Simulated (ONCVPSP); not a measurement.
# What one change does to a pseudopotential (Mo (Z = 42), ONCV)

Mo, optimised norm-conserving Vanderbilt (ONCV), made with ONCVPSP 4.0.1 (PBE, scalar-relativistic). Core [Ar] 3d10, reference 4s2 4p6 4d5 5s1. Waves: 4s+5s: rc 2.05 bohr, ncon 4, nbas 8, qcut 5.3 1/bohr, 3 projectors, debl 1.5 Ha; 4p: rc 1.65 bohr, ncon 4, nbas 7, qcut 8.6 1/bohr, 3 projectors, debl 3.4 Ha; 4d: rc 2.15 bohr, ncon 4, nbas 9, qcut 8 1/bohr, 2 projectors, debl 2.7 Ha. Local part: polynomial inside 1.05 bohr (lpopt 5, dvloc0 3 Ha). Core correction: none.

Change: s: qcut 5.7; p: qcut 9.2; d: qcut 8.6.

Cutoffs: the cutoffs (Ha) at which the residual kinetic energy of the hardest occupied pseudo-wave falls to 1 and 0.1 mHa per electron; they do not see the model core or the augmentation charge, which bear on the density cutoff. Errors are all-electron minus pseudo energies relative to the spin-unpolarised reference configuration.

Q: What does the change do?

A: The potential gets neither clearly harder nor softer (22 Ha and 28 Ha → 23 Ha and 30 Ha); the p channel sets the loose cutoff, while the largest relative change is in s, which becomes harder; of the 3 tests that both files solve, the error grows in 0 and shrinks in 1 by more than 15 % and 0.3 meV (median size 2.4 → 2.4 meV); neither file shows a bound ghost.

```tsv
quantity	base	changed
cutoff, loose	22 Ha	23 Ha
cutoff, tight	28 Ha	30 Ha
loose cutoff by channel	s 6.0 Ha, p 22 Ha, d 18 Ha	s 9.2 Ha, p 23 Ha, d 19 Ha
bound ghosts	none	none
GHOST(+) flags under 300 eV	s at 206.8 eV	s at 213.3 eV
tests with a reliable result	3 of 4	3 of 4
error for 4s2 4p6 4d5 5s0, meV [ΔE 6.89 eV]	-2.4	-2.4
error for 4s2 4p6 4d4 5s0, meV [ΔE 22.35 eV]	-1.1	-1.3
error for 4s2 4p6 4d3 5s0, meV [ΔE 49.10 eV]	+5.3	+2.5
s: phases at 2.08 bohr within 0.05 rad from the reference energy up to (Ha; the scan ends near 5)	to the end of the scan	to the end of the scan
p: phases at 1.68 bohr within 0.05 rad from the reference energy up to (Ha; the scan ends near 5)	to the end of the scan	to the end of the scan
d: phases at 2.18 bohr within 0.05 rad from the reference energy up to (Ha; the scan ends near 5)	to the end of the scan	to the end of the scan
```
